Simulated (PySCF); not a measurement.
# BeS⁺: one state, many levels of theory

State: ²Π (doublet), unpaired electrons π ↑. Set-up: basis Be pcseg-1, S pcseg-1; no relativity; PySCF 2.14. De refers to Be⁺ + S in their high-spin ground configurations, without counterpoise correction. The functionals are run spin-unrestricted. A positive dipole points towards S; it is taken about the centre of mass and depends on that origin.

| Level | Re (Å) | ωe (cm⁻¹) | De (eV) | μ (D) |
| --- | --- | --- | --- | --- |
| UHF | 1.852 | 863 | 1.61 | -8.54 |
| UHF-MP2 | 1.862 | 848 | 2.49 | n/a |
| UHF-SCS-MP2 | 1.864 | 838 | 2.48 | n/a |
| UHF-CCSD | 1.868 | 824 | 2.51 | n/a |
| UHF-CCSD(T) | 1.873 | 815 | 2.60 | n/a |
| PBE | 1.862 | 830 | 3.29 | -7.34 |
| BLYP | 1.868 | 814 | 3.20 | -7.25 |
| r²SCAN | 1.855 | 850 | 3.07 | -7.78 |
| TPSSh | 1.855 | 844 | 3.14 | -7.67 |
| r²SCANh | 1.852 | 857 | 3.02 | -7.86 |
| PBE0 | 1.848 | 857 | 3.08 | -7.71 |
| LC-ωPBE | 1.833 | 888 | 2.90 | -8.05 |

Which functional lies closest to UHF-CCSD(T) in De, which farthest, and by how much do they differ from it?

Closest is LC-ωPBE (-4.0 pm in Re, +9.0 % in ωe, +0.30 eV in De against UHF-CCSD(T) in the same basis), farthest PBE (-1.1 pm in Re, +1.8 % in ωe, +0.69 eV in De). CCSD(T) converges more slowly with the basis than the functionals do and binds too weakly in this one, so the order can change at the basis-set limit.

What does the step from GGA to meta-GGA do here, going from PBE to r²SCAN?

r²SCAN less PBE: -0.7 pm in Re, +2.4 % in ωe, -0.22 eV in De. 

What does second-order correlation do here, going from UHF to UHF-MP2?

UHF-MP2 less UHF: +1.0 pm in Re, -1.7 % in ωe, +0.88 eV in De. Correlation nearly always deepens the well. The bond lengthens, as in strong covalent bonds, where excitations into antibonding orbitals dominate.

Correlated steps freeze 5 core orbitals. Correlated levels converge slowly with the basis: in double zeta they bind strong bonds too weakly, by up to about 1 eV, and carry superposition errors of some tenths. For an ion De counts to the pair picked by the measured ionisation energies or electron affinities, which need not be the lowest pair at this level. The state is the lowest determinant that a PBE0 search found; another state may lie lower at other levels.
